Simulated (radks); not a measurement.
Results of a calculation; reference values are marked as such.
Excited configurations of the zinc ion Zn2+: one electron is placed in a higher orbital outside [Ar] 3d9. The ground configuration is [Ar] 3d10. Code: a radial shooting solver on a logarithmic mesh with Libxc functionals. Model: scalar-relativistic Kohn-Sham, r2SCAN, spin-unpolarised, spherical densities, finite nucleus; meta-GGA in the generalised Kohn-Sham scheme; Fermi nuclear charge, rms radius 3.9283 fm. Excitation = E - E(ground); binding = E(ion) - E, where the ion is the core of charge +3; n* = 3/sqrt(2 binding) in atomic units, and the quantum defect is n - n*.

outer orbital  excitation (eV)  binding (eV)     n*  quantum defect
4p                      19.075        21.702  2.375           1.625
4f                      33.310         7.467  4.050          -0.050
5s                      27.517        13.259  3.039           1.961
5p                      30.104        10.672  3.387           1.613
5d                      33.552         7.224  4.117           0.883
5f                      35.867         4.910  4.994           0.006
6s                      33.228         7.549  4.028           1.972
6p                      34.380         6.397  4.375           1.625
6f                      37.323         3.454  5.955           0.045
7s                      35.901         4.875  5.012           1.988
7d                      37.450         3.326  6.067           0.933
7f                      38.220         2.557  6.920           0.080

The Delta-SCF ionisation energy is 40.777 eV (NIST Atomic Spectra Database: 39.723 eV, measured). Self-interaction in the functional shifts the binding energies and quantum defects, so they are the method's values and not measured ones. Spin polarisation and multiplet splitting are left out, so open shells lie too high by an amount that depends on their filling.

Beside tabulated values, note that spin-unpolarised runs miss the spin-polarisation part of the exchange energy of open shells.
